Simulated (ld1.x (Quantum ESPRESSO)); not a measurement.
cobalt: one change to a TM potential, before and after

| Quantity | Value |
| --- | --- |
| Element | cobalt |
| Generator | ld1.x (Quantum ESPRESSO) 7.5 |
| Type | norm-conserving Troullier–Martins (Kleinman–Bylander form) |
| Functional | PBE |
| Relativity | scalar-relativistic |
| Frozen core | [Ar] |
| Valence charge | 9 |
| Reference configuration | 3d7 4s2 4p0 |
| Partial waves | 4s (bound): rc 2.10 bohr; 4p (bound, empty): rc 2.80 bohr; 3d (bound): rc 1.60 bohr |
| Local potential | all-electron potential smoothed inside 2.60 bohr (lloc = -1) |
| Core correction | none |

All-electron outer shells of the reference configuration (PBE, scalar-relativistic, ld1.x):

| shell | level (eV) | outermost node (bohr) | outermost maximum (bohr) |
| --- | --- | --- | --- |
| 3s | -102.40 | 0.31 | 0.66 |
| 3p | -65.64 | 0.28 | 0.68 |
| 3d | -8.20 | – | 0.66 |
| 4s | -5.47 | 0.96 | 2.32 |
| 4p | -1.28 | 1.05 | 3.25 |

Change: wave 3d (bound): rc 1.60 bohr becomes 3d (bound): rc 1.40 bohr.

Cutoffs: the cutoffs (Ry, on a coarse ladder) from which the occupation-weighted sum of valence levels, in a spherical-Bessel basis at the reference potential, stays within 10 and 1 mRy of its value at 400 Ry; they do not see the model core or the augmentation charge, which bear on the density cutoff. Errors are all-electron minus pseudo energies relative to the spin-unpolarised reference configuration.

Predict the effect on cutoff, ghosts and configuration errors.

The potential gets harder (100 Ry and 180 Ry → 140 Ry and 230 Ry); of the 7 tests that both files solve, the error grows in 3 and shrinks in 1 by more than 15 % and 0.3 meV (median size 27.1 → 32.7 meV); neither file shows a bound ghost. A smaller radius makes the pseudo-wave follow the all-electron one further in, where it bends more sharply, so more plane waves are needed.

| quantity | base | changed |
| --- | --- | --- |
| cutoff, loose | 100 Ry | 140 Ry |
| cutoff, tight | 180 Ry | 230 Ry |
| loose cutoff by channel (10 mRy a level) | s 8 Ry, d 90 Ry | s 8 Ry, d 110 Ry |
| bound ghosts | none | none |
| error for 3d7 4s1 4p0, meV [ΔE 9.03 eV] | +6.1 | +4.7 |
| error for 3d7 4s0 4p0, meV [ΔE 25.82 eV] | +73 | +66 |
| error for 3d6 4s0 4p0, meV [ΔE 61.69 eV] | -25 | -33 |
| error for 3d5 4s0 4p0, meV [ΔE 117.04 eV] | -691 | -917 |
| error for 3d7 4s0 4p2, meV [ΔE 8.98 eV] | +17 | +15 |
| error for 3d7 4s0 4p1, meV [ΔE 14.40 eV] | +27 | +24 |
| error for 3d6 4s2 4p1, meV [ΔE 9.66 eV] | -235 | -287 |
| s: phases at 3.04 bohr within 0.05 rad from the reference energy up to (Ry; the scan ends near 5) | 1.8 | 1.8 |
| p: phases at 3.04 bohr within 0.05 rad from the reference energy up to (Ry; the scan ends near 5) | 2.2 | 2.2 |
| d: phases at 3.04 bohr within 0.05 rad from the reference energy up to (Ry; the scan ends near 5) | 0.5 | 0.5 |
